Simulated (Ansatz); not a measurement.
A nudged elastic band was laid between two geometries of a periodic cell of 17 atoms, LiSi₁₆ (host Si, host structure diamond, interstitial Li), cell charge +1.

These are results of DFT r2SCAN-D3(BJ), scalar-relativistic, plane waves, PAW in Ansatz 0.2.0, not measurements. Settings: cutoff 500 eV, k mesh 2x2x2, fermi-dirac smearing 0.05 eV, no spin polarisation.

```yaml
movable_images: 6
climbing_image: from the first iteration
spring: 5.0 eV/Å²
optimiser: quadratic models (default)
start_path: default
force_threshold: 0.05 eV/Å
iteration_limit: 8
end_points: relaxed
```

Image 0:

```xyz
17
Lattice="0.0000 5.4300 5.4300 5.4300 0.0000 5.4300 5.4300 5.4300 0.0000" Properties=species:S:1:pos:R:3
Si 0.037 0.058 0.040
Si 1.403 1.385 1.406
Si 2.730 2.752 0.040
Si 4.084 4.134 1.421
Si 2.752 0.037 2.755
Si 4.101 1.386 4.104
Si 5.467 2.752 2.775
Si 6.833 4.118 4.103
Si 0.037 2.752 2.733
Si 1.419 4.134 4.087
Si 2.751 5.466 2.753
Si 4.082 6.798 4.086
Si 2.773 2.752 5.470
Si 4.100 4.118 6.836
Si 5.467 5.445 5.470
Si 6.848 6.799 6.851
Li 5.464 8.179 5.467
```

Image 7:

```xyz
17
Lattice="0.0000 5.4300 5.4300 5.4300 0.0000 5.4300 5.4300 5.4300 0.0000" Properties=species:S:1:pos:R:3
Si 0.022 -0.020 0.021
Si 1.400 1.343 1.400
Si 2.759 2.673 0.028
Si 4.089 4.031 1.400
Si 2.782 -0.009 2.781
Si 4.120 1.312 4.119
Si 5.441 2.650 2.781
Si 6.823 4.039 4.131
Si 0.029 2.673 2.758
Si 1.400 4.031 4.088
Si 2.759 5.403 2.758
Si 4.106 6.756 4.106
Si 2.782 2.650 5.440
Si 4.132 4.039 6.823
Si 5.455 5.406 5.455
Si 6.823 6.730 6.823
Li 6.838 9.454 6.837
```

Problem. Which bonds break or form, and what moves?

Solution. Contacts lost: Si3–Li17, Si9–Li17, Si12–Li17, Si15–Li17. Contacts made: Si5–Li17, Si8–Li17, Si14–Li17. The atom that moves furthest is Li17, by 2.32 Å.

Problem. What energy profile does the band end with?

Solution. The run converged. The highest image is number 3 of 0 to 7, 0.63 eV above the ends, which have the same energy within 2 meV. The order of the stationary point at the top wasn't checked. Limits of this set-up: charged cell in a uniform background, uncorrected.

```
image  path coordinate (Å)  energy (eV)  Si3–Li17 (Å)  Si9–Li17 (Å)  Si12–Li17 (Å)
    0                 0.00         0.00          2.73          2.73           2.39
    1                 0.42         0.12          2.93          2.93           2.59
    2                 0.84         0.45          3.21          3.21           2.97
    3                 1.25         0.63          3.53          3.53           3.39
    4                 1.57         0.52          3.78          3.78           3.71
    5                 1.89         0.28          4.04          4.04           4.05
    6                 2.21         0.06          4.30          4.30           4.40
    7                 2.53         0.00          4.48          4.48           4.67
```

Problem. What is the geometry of the highest image?

Solution. 
```xyz
17
Lattice="0.0000 5.4300 5.4300 5.4300 0.0000 5.4300 5.4300 5.4300 0.0000" Properties=species:S:1:pos:R:3
Si -0.018 0.065 -0.016
Si 1.363 1.366 1.365
Si 2.738 2.740 0.060
Si 4.038 4.121 1.441
Si 2.667 -0.081 2.669
Si 4.012 1.264 4.014
Si 5.412 2.664 2.814
Si 6.793 4.045 4.115
Si 0.058 2.740 2.739
Si 1.439 4.121 4.039
Si 2.840 5.522 2.841
Si 4.185 6.867 4.186
Si 2.813 2.664 5.414
Si 4.113 4.045 6.794
Si 5.488 5.420 5.490
Si 6.870 6.720 6.871
Li 6.140 8.822 6.142
```

The run took 7.2 min on 2 CPU threads of a shared host.
